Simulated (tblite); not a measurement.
C₈H₁₂Si.
Numbering: `[CH3:1][CH:2]([CH3:3])[C:4]#[C:5][C:6]1=[CH:7][CH2:8][SiH2:9]1` (hydrogens: H10, H11, H12 on C1; H13 on C2; H14, H15, H16 on C3; H17 on C7; H18, H19 on C8; H20, H21 on Si9)

Computed with GFN2-xTB (tblite), gas phase: L-BFGS steps from a force-field or distance-geometry start until the largest atomic force falls under 0.01 eV/Å.

Step 18: E = -676.5410 eV
```
atom  x, y, z in Å  |  force x, y, z in eV/Å
C1     -2.8989   -1.1813    0.0033    0.001  -0.002   0.002
C2     -2.2438    0.0693   -0.5884    0.007   0.000  -0.027
C3     -2.8902    1.3313   -0.0109    0.002   0.007   0.001
C4     -0.8116    0.0724   -0.3439    0.009  -0.005  -0.007
C5      0.3826    0.1014   -0.1770   -0.012   0.020  -0.009
C6      1.7540    0.0477    0.0826   -0.029  -0.029   0.027
C7      2.7720    0.8086   -0.3617   -0.024  -0.019   0.014
C8      4.0042    0.2399    0.2900    0.009   0.054  -0.042
Si9     2.8766   -1.0624    1.1461   -0.026   0.002  -0.004
H10    -3.9664   -1.1681   -0.2063   -0.017  -0.031   0.000
H11    -2.7587   -1.2102    1.0813    0.022   0.003   0.020
H12    -2.4709   -2.0846   -0.4247    0.027  -0.002  -0.007
H13    -2.3949    0.0630   -1.6760   -0.024   0.006  -0.030
H14    -2.7447    1.3695    1.0661    0.014   0.007   0.024
H15    -2.4538    2.2248   -0.4503    0.019   0.011  -0.005
H16    -3.9584    1.3260   -0.2165   -0.016   0.024  -0.005
H17     2.7495    1.6532   -1.0367   -0.014  -0.042   0.032
H18     4.5141    0.9562    0.9335    0.028   0.017   0.007
H19     4.7366   -0.1286   -0.4277    0.026   0.003  -0.015
H20     3.0504   -2.4509    0.7316    0.004  -0.043  -0.034
H21     2.7435   -0.9603    2.5957   -0.004   0.020   0.056
```

Step 19: E = -676.5416 eV
```
atom  x, y, z in Å  |  force x, y, z in eV/Å
C1     -2.8975   -1.1819    0.0035   -0.008   0.007  -0.007
C2     -2.2445    0.0696   -0.5898    0.000   0.001  -0.017
C3     -2.8891    1.3324   -0.0107   -0.006   0.002  -0.009
C4     -0.8131    0.0719   -0.3450    0.042   0.000  -0.002
C5      0.3807    0.0999   -0.1750   -0.006   0.027  -0.015
C6      1.7524    0.0475    0.0839   -0.018  -0.047   0.040
C7      2.7703    0.8079   -0.3610   -0.013  -0.019   0.016
C8      4.0048    0.2406    0.2894   -0.006   0.056  -0.047
Si9     2.8766   -1.0619    1.1459   -0.020  -0.024   0.016
H10    -3.9653   -1.1705   -0.2060   -0.011  -0.031   0.007
H11    -2.7561   -1.2083    1.0820    0.018  -0.006  -0.002
H12    -2.4682   -2.0846   -0.4255    0.023   0.008   0.007
H13    -2.3945    0.0636   -1.6776   -0.034   0.005  -0.022
H14    -2.7431    1.3685    1.0669    0.012   0.014  -0.001
H15    -2.4523    2.2261   -0.4510    0.015  -0.007   0.012
H16    -3.9577    1.3283   -0.2166   -0.006   0.024   0.003
H17     2.7440    1.6515   -1.0361   -0.002  -0.023   0.019
H18     4.5156    0.9577    0.9325    0.012   0.006  -0.002
H19     4.7380   -0.1272   -0.4289    0.003   0.008  -0.003
H20     3.0483   -2.4522    0.7325    0.004  -0.022  -0.030
H21     2.7418   -0.9621    2.5966    0.001   0.022   0.037
```

Step 20: E = -676.5422 eV
```
atom  x, y, z in Å  |  force x, y, z in eV/Å
C1     -2.8964   -1.1822    0.0035   -0.009   0.011  -0.011
C2     -2.2450    0.0699   -0.5912   -0.009   0.003  -0.008
C3     -2.8883    1.3333   -0.0106   -0.009  -0.002  -0.014
C4     -0.8139    0.0714   -0.3460    0.041   0.003  -0.004
C5      0.3795    0.0993   -0.1736    0.002   0.024  -0.015
C6      1.7509    0.0465    0.0856   -0.002  -0.045   0.039
C7      2.7683    0.8070   -0.3602   -0.005  -0.015   0.015
C8      4.0050    0.2421    0.2882   -0.015   0.026  -0.024
Si9     2.8762   -1.0618    1.1461    0.003  -0.038   0.031
H10    -3.9646   -1.1731   -0.2057   -0.001  -0.029   0.013
H11    -2.7536   -1.2070    1.0824    0.013  -0.010  -0.021
H12    -2.4656   -2.0843   -0.4260    0.018   0.016   0.018
H13    -2.3949    0.0641   -1.6793   -0.038   0.005  -0.011
H14    -2.7416    1.3680    1.0675    0.008   0.016  -0.023
H15    -2.4508    2.2269   -0.4513    0.012  -0.018   0.022
H16    -3.9572    1.3307   -0.2167    0.004   0.022   0.009
H17     2.7396    1.6496   -1.0353    0.001  -0.002   0.004
H18     4.5169    0.9590    0.9315   -0.005  -0.001  -0.013
H19     4.7392   -0.1258   -0.4300   -0.018   0.013   0.003
H20     3.0467   -2.4536    0.7327    0.004   0.000  -0.025
H21     2.7406   -0.9632    2.5980    0.005   0.022   0.015
```

Problem. Estimate the geometry and energy of step 21. (The exact step hangs on the optimiser's Hessian estimate; all steps are aligned on step 20, rigid shifts and turns removed.)

Solution. E = -676.5426 eV, largest force 0.059 eV/Å
```
atom  x, y, z in Å  |  force x, y, z in eV/Å
C1     -2.8955   -1.1823    0.0034   -0.004   0.010  -0.012
C2     -2.2454    0.0702   -0.5925   -0.012   0.005  -0.002
C3     -2.8877    1.3339   -0.0107   -0.006  -0.004  -0.013
C4     -0.8141    0.0711   -0.3469    0.018   0.006  -0.010
C5      0.3788    0.0994   -0.1728    0.008   0.015  -0.008
C6      1.7496    0.0449    0.0877    0.011  -0.028   0.026
C7      2.7664    0.8058   -0.3592   -0.002  -0.009   0.011
C8      4.0048    0.2437    0.2869   -0.018  -0.014   0.010
Si9     2.8759   -1.0624    1.1468    0.029  -0.036   0.036
H10    -3.9641   -1.1757   -0.2052    0.006  -0.024   0.014
H11    -2.7512   -1.2060    1.0824    0.008  -0.010  -0.031
H12    -2.4631   -2.0838   -0.4261    0.014   0.018   0.020
H13    -2.3958    0.0646   -1.6808   -0.037   0.004   0.000
H14    -2.7401    1.3679    1.0676    0.005   0.015  -0.033
H15    -2.4492    2.2273   -0.4511    0.011  -0.019   0.023
H16    -3.9567    1.3331   -0.2166    0.009   0.018   0.011
H17     2.7360    1.6479   -1.0344   -0.001   0.010  -0.006
H18     4.5178    0.9602    0.9304   -0.020  -0.004  -0.019
H19     4.7397   -0.1242   -0.4310   -0.032   0.016   0.003
H20     3.0454   -2.4548    0.7324    0.004   0.014  -0.020
H21     2.7396   -0.9637    2.5995    0.009   0.020   0.000
```

The energy changes by -0.0005 eV. The first-order estimate −F·Δx gives -0.0006 eV and the mean of the old and new forces, exact on a quadratic surface, -0.0005 eV. The step makes an angle of 63° with the force vector and moves no atom by more than 0.004 Å.

What follows is the cost of the whole relaxation. Hardware: Arm Neoverse V2, one thread, on a shared host. Cost: 0.3 s of wall time.
